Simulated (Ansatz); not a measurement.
C$_{2}$H$_{8}$AlN at its PBE0-D4/def2-TZVP geometry, where that method's forces vanish. The species carries charge 0 and has multiplicity 1. The bonds changed during the relaxation, so this is another structure than the one it started from.

```xyz
12

C    -1.0934    0.4199    1.0149
C    -0.5031    0.0429   -0.3166
N     0.9016    0.6137   -0.5089
Al    0.8016   -1.3775   -0.6534
H    -2.0689   -0.0568    1.1341
H    -1.2371    1.5032    1.1295
H    -0.4709    0.0724    1.8458
H    -1.1202    0.3821   -1.1481
H     0.9926    1.2489   -1.2899
H     1.2592    1.0597    0.3263
H     1.4952   -2.0445    0.6133
H     1.0435   -1.8641   -2.1469
```

(1) What forces (eV/Å) does ωB97M-V/def2-TZVPP give on these atoms in Ansatz 0.2.0? (Best estimate.)

Results:

(1) Computed: 
```
C1  -0.102  0.081  0.211
C2  -0.152 -0.171 -0.208
N3   0.194  0.157 -0.012
Al4  0.063 -0.118 -0.025
H5   0.074  0.037 -0.006
H6   0.020 -0.089 -0.010
H7  -0.034  0.025 -0.059
H8   0.053 -0.011  0.069
H9  -0.002 -0.017  0.055
H10 -0.015  0.001 -0.045
H11 -0.071  0.061 -0.115
H12 -0.026  0.044  0.146
```
